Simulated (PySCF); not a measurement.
## Calibrating a computed deprotonation enthalpy (ΔH)

Level of theory: ωB97X-D3(BJ)/ma-def2-TZVP single points in PySCF, grid level 2; every species was optimised with PBE0-D3(BJ)/ma-def2-SVP. The prefix ma- adds one diffuse s and one diffuse p function on all atoms but H. ωB97X-D3(BJ) is ωB97X-V with D3(BJ) in place of VV10. Zero-point and thermal terms (298.15 K, 1 bar) come from unscaled PBE0-D3(BJ)/ma-def2-SVP harmonic frequencies, with soft modes damped to free rotors in the entropy.

| molecule | computed / kJ/mol | measured / kJ/mol |
| --- | --- | --- |
| hydrogen iodide, `I` (HI) | 1323 | 1315 |
| phosphoric acid, `O=P(O)(O)O` (H3O4P) | 1381 | 1383 |
| phosphanylidenephosphane, `P=P` (H2P2) | 1486 | 1490 |
| `C[SiH](C)O` (C2H8OSi) | 1515 | 1502 |
| `F` (HF) | 1543 | 1555 |
| bromochloromethane, `ClCBr` (CH2BrCl) | 1578 | ? |
| `N[SiH3]` (H5NSi) | 1588 | 1571 |
| ammonia, `N` (NH3) | 1702 | 1688 |

Problem. Fit a straight line to the complete rows and predict the measured value of `ClCBr` (CH2BrCl).

Solution. measured = 37.4 + 0.9719·computed (7 points, rms 10 kJ/mol, correlation 0.996). At 1578 this gives 1571 kJ/mol; the measured value is 1561 kJ/mol, so the fit is off by 10.

Measured values: NIST Chemistry WebBook, evaluated or the median of agreeing entries.

(bromochloromethane) Run with `OMP_NUM_THREADS=1 python redox_run.py task.json out` on 1 thread of AMD EPYC 9R14, a shared host. Structures, frequencies and single points: 73 s of wall time.
